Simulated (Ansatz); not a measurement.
`[SiH3][O][InH][O][SiH3]` + H₂ → `[SiH3][O][InH2]` + silanol at 700 K and 1 bar (hydrogenolysis of the In–O bond).

Calculated with Ansatz (gas phase, PBE0-D4/def2-TZVP geometries, no zero-point term in ΔE). CCSD(T)/CBS adds triple-zeta CCSD(T) − MP2 to the extrapolated MP2 energy (def2 sets, frozen cores). This one scheme is used for every species. Elements past krypton have def2 core potentials. For In outer-core shells are correlated without core-valence functions, which leaves a few kJ/mol of doubt a bond. Each species was taken in one conformer, which may not be the lowest.

```csv
species,CCSD(T)/CBS energy (Eh),H − E (kJ/mol),S (J/(mol·K))
`[SiH3][O][InH][O][SiH3]`,-922.63231,270.5,580.2
H₂,-1.17544,46.8,155.3
`[SiH3][O][InH2]`,-557.10255,174.0,443.4
`O[SiH3]`,-366.69042,144.6,321.6
```

H − E and S are ideal-gas, rigid-rotor, harmonic terms from PBE0-D4/def2-TZVP, for one conformer and one mirror image of each species. The MP2-based limit puts H₂ 0.8 mEh under its directly extrapolated value; such offsets cancel only in part. 1 Eh = 2625.50 kJ/mol, R = 8.31446 J/(mol·K).

Problem. By hand: ΔE, ΔH, ΔS and ΔG.

Solution. ΔE = (-557.10255) + (-366.69042) − (-922.63231) − (-1.17544) = 0.01478 Eh = 38.8 kJ/mol. Δ(H − E) = 174.0 + 144.6 − 270.5 − 46.8 = 1.3, so ΔH = 40.1 kJ/mol. ΔS = 443.4 + 321.6 − 580.2 − 155.3 = 29.5 J/(mol·K). ΔG = 40.1 − 700 × (29.5)/1000 = 19.5 kJ/mol.

Problem. By hand: the equilibrium constant, and the temperature at which ΔG would vanish if ΔH and ΔS stayed fixed.

Solution. log₁₀ K = −ΔG/(RT ln 10) = -1.5. ΔG = 0 at ΔH/ΔS = 1359 K.

TΔS isn't small against ΔH here. A doubt of 5 kJ/mol in ΔE shifts log₁₀ K by 0.4 here. Other conformers and mirror images would add mixing entropy, several J/(mol·K) or more a flexible species. Modes under 60 cm⁻¹, often nearly free rotors, make the harmonic entropy too high. These are equilibria of isolated gas molecules and say nothing of rates. Largest T1 diagnostic: 0.015 (customary marks: 0.02 for closed shells, 0.045 for open ones).
